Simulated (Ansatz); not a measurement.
Start from `C=C[O][GaH2]` and change one atom or group to get `C=C[O][AlH][SnH3]`.

Ansatz, PBE0-D4/def2-TZVP geometries, multiplicity 1. Each molecule was computed in one conformer, which needn't be the lowest.

Elements past krypton have def2 core potentials. Scalar relativity is left out up to krypton.

```tsv
property	`C=C[O][GaH2]`
HOMO energy (ωB97M-V/def2-TZVPP) / eV	-8.90
size of the dipole moment (ωB97M-V/def2-TZVPP) / D	1.31
HOMO–LUMO gap (ωB97M-V/def2-TZVPP) / eV	9.08
HOMO energy (PBE/def2-TZVPP) / eV	-5.57
HOMO–LUMO gap (PBE0/def2-TZVPP) / eV	5.15
size of the dipole moment (B3LYP/def2-TZVPP) / D	1.23
```

**Question.** Give the same properties after the change, and the shifts. (Best estimate.)

**Answer.** The calculation gave: 
```
                                          property  `C=C[O][AlH][SnH3]`  shift
             HOMO energy (ωB97M-V/def2-TZVPP) / eV                -9.21  -0.31
size of the dipole moment (ωB97M-V/def2-TZVPP) / D                 0.77  -0.54
           HOMO–LUMO gap (ωB97M-V/def2-TZVPP) / eV                 9.06  -0.02
                 HOMO energy (PBE/def2-TZVPP) / eV                -5.80  -0.23
              HOMO–LUMO gap (PBE0/def2-TZVPP) / eV                 5.15   0.00
  size of the dipole moment (B3LYP/def2-TZVPP) / D                 0.75  -0.48
```

Dipoles are sizes alone; their direction can turn.

B3LYP here is the variant with VWN-RPA as its local correlation; programs differ in this.
